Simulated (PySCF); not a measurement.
C4H5Cl2F, SMILES C(CC(F)=C)(Cl)Cl. Geometry: r2SCAN-D4/def2-SVP. This is a generated structure with no PubChem entry under its InChIKey; it may be hypothetical. One conformer was computed; it need not be the lowest.

Computed equilibrium geometry at r2SCAN-D4/def2-SVP (PySCF confirms it by a frequency run) as bond lengths and angles (one conformer of several):
Atoms: C1 C2 F3 C4 C5 Cl6 Cl7 H8 H9 H10 H11 H12. Bonds (Å): C1–C2 1.333, C1–H8 1.090, C1–H9 1.092, C2–F3 1.344, C2–C4 1.496, C4–C5 1.527, C4–H10 1.103, C4–H11 1.101, C5–Cl6 1.789, C5–Cl7 1.794, C5–H12 1.098. Angles (°): C2–C1–H8 119.9, C2–C1–H9 120.5, H8–C1–H9 119.5, C1–C2–F3 120.3, C1–C2–C4 127.1, F3–C2–C4 112.6, C2–C4–C5 115.8, C2–C4–H10 108.7, C2–C4–H11 109.6, C5–C4–H10 107.4, C5–C4–H11 107.0, H10–C4–H11 108.1, C4–C5–Cl6 111.9, C4–C5–Cl7 111.0, C4–C5–H12 110.6, Cl6–C5–Cl7 110.9, Cl6–C5–H12 106.3, Cl7–C5–H12 106.0.
